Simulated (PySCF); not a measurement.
C5H12Si.

```xyz
18

Si     2.2326     0.4609     0.5424
C      0.7743    -0.7404     0.5115
C     -0.3443    -0.3368    -0.4408
C     -1.6802    -1.1259    -0.4367
C     -2.4162     0.2086    -0.6936
C     -1.1689     0.9463    -0.1561
H      2.8153     0.6048    -0.8283
H      3.3020    -0.0333     1.4633
H      1.7997     1.8143     1.0090
H      1.1607    -1.7421     0.2450
H      0.3766    -0.8305     1.5402
H      0.0414    -0.2929    -1.4769
H     -1.8947    -1.5133     0.5743
H     -1.8037    -1.9475    -1.1612
H     -3.3784     0.3781    -0.1851
H     -2.5549     0.3895    -1.7719
H     -1.2460     1.1212     0.9314
H     -0.8621     1.8884    -0.6394
```

The structure is a stationary point at r2SCAN-D4/def2-SVP. The values are those of a single conformer.

Computed with KT2/pcSseg-1 (PySCF). Non-relativistic, no solvent.

Q: Give the absolute GIAO shielding of each atom: isotropic value and principal components (ppm). (Estimate from the structure and the level; the computed values follow.)

A: 
```tsv
atom	σ(iso)	σ11	σ22	σ33	span
Si1	435.8	404.3	422.0	481.0	76.7
C2	163.4	144.3	156.4	189.5	45.2
C3	142.0	123.1	145.8	157.0	33.9
C4	144.4	129.0	134.5	169.5	40.5
C5	160.5	147.8	162.8	170.9	23.2
C6	148.2	135.9	140.5	168.0	32.1
H7	27.5	24.3	25.7	32.4	8.1
H8	27.3	24.1	25.0	32.9	8.8
H9	27.3	23.9	26.6	31.5	7.7
H10	30.0	25.5	28.5	36.1	10.6
H11	30.5	26.5	30.3	34.7	8.2
H12	28.8	25.6	29.7	31.2	5.6
H13	29.5	27.0	28.8	32.7	5.7
H14	28.9	25.6	26.2	34.9	9.3
H15	29.4	25.5	26.3	36.4	10.9
H16	29.3	26.7	26.9	34.3	7.6
H17	29.6	26.8	29.6	32.4	5.6
H18	29.0	25.1	27.3	34.6	9.6
```
